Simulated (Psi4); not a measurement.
O₂Ti (SMILES [O]=[Ti]=[O]), singlet, geometry from GFN2-xTB (such geometries of metal compounds can be far from the true shape). Base run: PBE/aug-cc-pVDZ (Psi4 1.11).

Geometry (Å):
```xyz
3

Ti     0.2390     0.0457     0.2866
O      0.6953     0.1167    -1.2766
O     -1.3525    -0.2425     0.4886
```
All else is at Psi4's defaults (density fitting).

The base run was repeated with changes; each row names its change, and settings that it needs were set with it.

```json
[
 {"change": "base", "basis functions": "105", "E (Eh)": "-999.65477", "dipole (D)": "6.25", "outcome": "converged"},
 {"change": "basis = cc-pVDZ-DK; relativity = spin-free X2C (with scf_type pk)", "basis functions": "71", "E (Eh)": "-1004.11643", "dipole (D)": "6.11", "outcome": "converged"},
 {"change": "basis = cc-pVDZ-DK; relativity = none (with scf_type pk)", "basis functions": "71", "E (Eh)": "-997.97317", "dipole (D)": "6.09", "outcome": "converged"},
 {"change": "basis = cc-pVTZ-DK; relativity = spin-free X2C (with scf_type pk)", "basis functions": "128", "E (Eh)": "-1004.15955", "dipole (D)": "6.22", "outcome": "converged"},
 {"change": "basis = cc-pVTZ-DK; relativity = none (with scf_type pk)", "basis functions": "128", "E (Eh)": "-", "dipole (D)": "-", "outcome": "cut at the time limit"}
]
```

Absolute energies of different levels of theory aren't comparable as measures of quality.

Basis sets contracted for a relativistic Hamiltonian are a mismatch without it, so the rows without relativity aren't non-relativistic limits. No row has spin-orbit coupling; sets with core potentials leave out the core electrons.
